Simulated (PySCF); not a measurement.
# Mg2F4: PBE0 against B3LYP

Base calculation in PySCF with density fitting and no spin–orbit coupling, PBE0/def2-TZVP (no relativity): singlet, D2h, Mg–F 1.748 Å (×2), Mg–F 1.898 Å (×4); F–Mg–F 81.9° (×2), F–Mg–F 139.1° (×4), Mg–F–Mg 98.1° (×2); wavenumbers 48, 99, 132, 144, 254, 266, 432, 454, 484, 494, 774, 798 cm⁻¹; gap between the highest occupied and lowest empty levels 8.09 eV, polar-tensor charge of Mg 1.51 e, atomisation energy (no zero-point energy) 2214 kJ/mol.

Question: What changes on going to B3LYP/def2-TZVP (no relativity)?

Answer: The point group stays the same. Changes: mean bond to Mg +0.006 Å, highest wavenumber -7 cm⁻¹, lowest wavenumber -4 cm⁻¹, gap between the highest occupied and lowest empty levels -0.65 eV, polar-tensor charge of Mg -0.01 e, atomisation energy (no zero-point energy) +15 kJ/mol. The new structure has Mg–F 1.753 Å (×2), Mg–F 1.904 Å (×4); F–Mg–F 81.9° (×2), F–Mg–F 139.1° (×4), Mg–F–Mg 98.1° (×2), with wavenumbers 44, 94, 127, 138, 251, 258, 429, 450, 481, 490, 767, 791 cm⁻¹.

The structures come from searches over a few start shapes, so lower isomers are not excluded.
